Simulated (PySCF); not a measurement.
Sb(OH)(TeH)2 (H3OSbTe2), SMILES [OH][Sb]([TeH])[TeH].

Coordinates come from a r2SCAN-D4/def2-SVP optimisation. The structure was generated by enumeration; whether it is a known compound was not checked. The def2 effective core potentials stand for the cores of Sb, Te; spin–orbit coupling is left out. One conformer was computed; it need not be the lowest.

All values below come from IEF-PCM-PBE0/def2-SVP (PySCF 2.14.0).

The values are the electrostatic part of the solvation free energy, E(continuum) − E(gas) at the gas-phase geometry, in a cavity of scaled van der Waals radii (PySCF's table); cavitation and dispersion terms are not included. A continuum can't describe solvent molecules that bind to the metal. In vacuum the orbital gap is 4.24 eV. The dipole moment in vacuum is 1.39 D.

```csv
solvent,ε,ΔG(elec) (kcal/mol),dipole (D),gap (eV)
water,78.36,-6.1,2.14,4.40
n-hexane,1.88,-2.1,1.60,4.29
chloroform,4.71,[?],[?],[?]
```

Task: Some entries are withheld; supply them. (An estimate is asked for; the answer gives what the named calculation found.)

Result: 
- chloroform, ΔG(elec) (kcal/mol): -4.2
- chloroform, dipole (D): 1.86
- chloroform, gap (eV): 4.35
